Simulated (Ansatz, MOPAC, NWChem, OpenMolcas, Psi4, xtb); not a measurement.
InH3 (SMILES [InH3]): methods side by side

InH3, singlet, SMILES `[InH3]`. Each level relaxes the structure for itself.

Each level gives the highest harmonic wavenumber at each level's own minimum (cm⁻¹). The values are calculated.

| level | kind | program | value (cm⁻¹) |
| --- | --- | --- | --- |
| AM1 | semi-empirical | MOPAC | 1693 |
| PM3 | semi-empirical | MOPAC | 1965 |
| GFN2-xTB | semi-empirical | xtb | 1587 |
| GFN1-xTB | semi-empirical | xtb | 1794 |
| HF/3-21G | Hartree–Fock | OpenMolcas | 1864 |
| BP86/def2-SVP (density fitting, core potential) | GGA | Psi4 | 1730 |
| B3LYP-D3(BJ)/6-31G*/LANL2DZ (core potential, spherical functions) | global hybrid | NWChem | 1737 |
| PBE0/def2-SVP (core potential) | global hybrid | NWChem | 1799 |
| PBE0-D4/def2-TZVP (core potential) | global hybrid | Ansatz | 1828 |

All-electron rows without a relativistic Hamiltonian named are non-relativistic, while core potentials hold scalar relativity, so basis and relativity change together. Harmonic and unscaled. The values span 1587 to 1965 cm⁻¹.
